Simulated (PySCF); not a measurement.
# Tb⁺ (terbium, charge +1) across methods

[Xe] 4f8 5d1 6s1, one real determinant (an excited configuration). Calculation: PySCF 2.14, in cc-pVDZ-X2C (8s7p5d3f1g, 84 functions); the spin-free X2C one-electron Hamiltonian (Gaussian nucleus). The B2PLYP total includes its PT2 part (frozen core); its orbital energies are those of the SCF part.

```csv
method,E (hartree),mean ε 4f β (eV),mean ε 6s α (eV),mean ε 5d α (eV),Σ⟨r²⟩ (bohr²),⟨S²⟩
LDA,-11699.62,-12.291,-10.115,-9.396,58.49,20.002
r2SCAN0,-11708.11,-14.978,-10.491,-10.726,58.38,20.004
PBE,-11707.96,-12.342,-9.864,-9.382,58.61,20.002
r2SCAN,-11708.24,-12.313,-9.988,-9.727,58.46,20.004
UHF,-11704.02656,-21.865,-11.531,-13.179,59.08,20.005
B2PLYP,-11707.29,-17.533,-10.766,-11.355,58.69,20.004
BP86,-11709.62,-12.594,-10.063,-9.477,58.56,20.002
PBE0,-11707.88,-14.966,-10.350,-10.495,58.48,20.003
```

⟨L²⟩ = 18.01 against 30 for a pure H term, so this real determinant mixes terms. Spin-orbit coupling, absent here, splits the open shell strongly.
